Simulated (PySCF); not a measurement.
NaSb: frontier orbitals

PW91 at R = 2.939 Å; Na aug-cc-pVDZ, Sb aug-cc-pVDZ-PP with ECP28; scalar-relativistic core potentials (PySCF 2.14). State: ³Σ⁻ (triplet), unpaired electrons π ↑↑. Only the outer orbitals are listed, counted within each symmetry, core potentials removing the inner ones.

```csv
spin,orbital,occ.,ε (eV),on Na (%),main shells (%)
α,3π,1,-29.04,100,100 Na p
α,3π,1,-29.04,100,100 Na p
α,6σ,1,-29.01,100,100 Na p
α,7σ,1,-12.04,3,96 Sb s
α,4π,1,-4.36,2,98 Sb p
α,4π,1,-4.36,2,98 Sb p
α,8σ,1,-4.34,17,"81 Sb p, 16 Na s"
α,9σ,0,-2.12,90,"71 Na s, 19 Na p, 8 Sb p"
α,5π,0,-0.53,102,100 Na p
α,5π,0,-0.53,102,100 Na p
β,3π,1,-29.05,100,100 Na p
β,3π,1,-29.05,100,100 Na p
β,6σ,1,-29.01,100,100 Na p
β,7σ,1,-10.86,6,94 Sb s
β,8σ,1,-3.83,38,"62 Sb p, 35 Na s"
β,4π,0,-2.90,8,92 Sb p
β,4π,0,-2.90,8,92 Sb p
β,9σ,0,-2.12,80,"51 Na s, 28 Na p, 15 Sb p"
```

Question: Which are the highest filled and the lowest empty level, where do they sit, and how wide is the gap?

Answer: Highest filled β 8σ at -3.83 eV (in %: 62 Sb p, 35 Na s); lowest empty β 4π at -2.90 eV (in %: 92 Sb p); the gap at PW91 is 0.93 eV.

| Item | Value |
| --- | --- |
| bond order (Mayer) | 0.94 |
| ⟨S²⟩ | 2.020 |
| charge on Na (Mulliken, basis-dependent) | 0.30 |
| charge on Na (Löwdin, basis-dependent) | 0.30 |
| dipole moment (positive dipole means Na(−)Sb(+)) | -6.20 D |

Shares are Mulliken populations and can fall outside 0 to 100 %.

Spin–orbit coupling is left out. The state is the lowest determinant that a PBE0 search found; another state may lie lower at other levels.
